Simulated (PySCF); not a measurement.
Does the answer move with the share of exact exchange?

Species: C3H4GeO.
Bonds: C1–C2 (triple), C2–C3, C3–O4 (double), C3–Ge5. Hydrogens: H6 on C1; H7, H8, H9 on Ge5.

PySCF, def2-SVPD basis, density fitting, gas phase, PBE0-D3(BJ)/def2-SVP geometry; singlet excitations by full TDDFT with frozen cores, triplets by Tamm–Dancoff TDDFT and ionisation energies by ΔSCF, from the lowest of the holes tried. One functional is left out:

```tsv
functional	exact exchange (%)	HOMO energy (eV)	LUMO energy (eV)	lowest singlet excitation (eV)	lowest triplet excitation (eV)	dipole moment (D)	mean polarisability (au)	vertical ionisation energy (eV)
LDA	0	-6.15	-3.59	2.82	2.33	2.852	75.6	9.45
PBE	0	-6.00	-3.35	2.89	2.32	2.756	74.3	9.24
B3LYP	20	-7.24	-2.56	3.11	2.54	2.901	71.8	9.46
BHandHLYP	50	-8.89	-1.19	3.37	2.75	3.061	68.6	9.44
```

**Question.** Predict the row of PBE0 (25 % exact exchange) by straight lines through the other rows, and check it.

**Answer.** 
| property | line | computed | computed − line | B3LYP (20 %), for comparison |
| --- | --- | --- | --- | --- |
| HOMO energy (eV) | -7.49 | -7.48 | +0.01 | -7.24 |
| LUMO energy (eV) | -2.33 | -2.35 | -0.02 | -2.56 |
| lowest singlet excitation (eV) | 3.13 | 3.13 | 0.00 | 3.11 |
| lowest triplet excitation (eV) | 2.55 | 2.50 | -0.05 | 2.54 |
| dipole moment (D) | 2.931 | 2.892 | -0.039 | 2.901 |
| mean polarisability (au) | 71.6 | 70.9 | -0.7 | 71.8 |
| vertical ionisation energy (eV) | 9.41 | 9.43 | +0.02 | 9.46 |

**Question.** Which of these properties follows the share of exact exchange most closely, and which least?

**Answer.** Most closely the HOMO energy, least the vertical ionisation energy; the correlations over the tabulated rows are HOMO energy -0.999, LUMO energy 0.996, lowest triplet excitation 0.994, lowest singlet excitation 0.988, mean polarisability -0.980, dipole moment 0.951, vertical ionisation energy 0.452. The HOMO energy moves by -0.564 eV for every 10 %. Functionals with the same share still differ in their other parts: at 0 % LDA and PBE differ by 0.15 eV in it.
